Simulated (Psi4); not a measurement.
Noncovalent pair: CO (SMILES [C-]#[O+]) (first 2 atoms) with C3H8 (SMILES CCC); geometry from B3LYP-D3(BJ)/def2-TZVP, rigid monomers moved along the line of their centres of mass till C1···H7 is 2.73 Å.
(charge 0, multiplicity 1):
```xyz
13

C     -1.46575    -0.15331     0.90155
O     -0.45283    -0.35188     0.45450
C     -0.00638     1.31380     3.72550
C      0.62925    -0.07099     3.63639
C     -0.32749    -1.18633     4.04901
H      0.69110     2.09655     3.42134
H     -0.88842     1.38411     3.08388
H     -0.32866     1.53168     4.74678
H      1.52094    -0.10364     4.26935
H      0.97799    -0.24798     2.61494
H      0.14323    -2.16833     3.97292
H     -0.66061    -1.05441     5.08147
H     -1.21961    -1.19337     3.41758
```

All values below come from Psi4 with SAPT0/jun-cc-pV(D+d)Z.

Q: Which attractive term is largest, and how does the interaction split up?

A: electrostatics -53.6, exchange 178.5, induction -19.0, dispersion -95.6, total 10.3 meV; the largest attraction is dispersion.
